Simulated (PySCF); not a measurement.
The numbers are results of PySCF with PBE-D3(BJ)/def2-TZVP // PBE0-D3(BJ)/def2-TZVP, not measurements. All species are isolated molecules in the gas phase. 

Reference species (SMILES): `N#C[Si][SiH3]` (lower singlet) (neutral, multiplicity 1).

```yaml
dipole_moment: 3.03 D
```

Changed species: `[Si]([SiH3])[SiH3]` (lower singlet) (X = silyl, multiplicity 1; the reference has X = cyano, multiplicity 1).

### Question
Give the shifts of the dipole moment.

### Answer
the dipole moment falls by 2.94 D, to 0.09 D.
